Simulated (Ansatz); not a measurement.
Species: CF (charge +1, singlet). 
Coordinates optimised at B3LYP-D3(BJ)/def2-TZVP (Ansatz, an electronic-structure program):
```xyz
2

C      0.0000     0.0000    -0.6936
F      0.0000     0.0000     0.4624
```
Charge +1, spin multiplicity 1.

Basis-set convergence of Hartree-Fock and MP2 correlation energies (hartree) with Ansatz. Valence correlation only, unless marked. Spin-orbit coupling is left out. Non-relativistic.

```
basis        functions       E(HF)  E(corr, MP2)
-----------  ---------  ----------  ------------
def2-SVPD           43  -136.73282      -0.27999
def2-TZVPPD         77  -136.90693      -0.34746
def2-QZVPPD        129  -136.91326      -0.37601
```

Extrapolating the two largest sets (X = 3 and 4) as X^-3: E(corr) = (64·(-0.37601) - 27·(-0.34746))/37 = -0.3968 Eh, an estimate of the basis-set limit. The largest set recovers 94.8 % of it, the smallest 70.6 %.
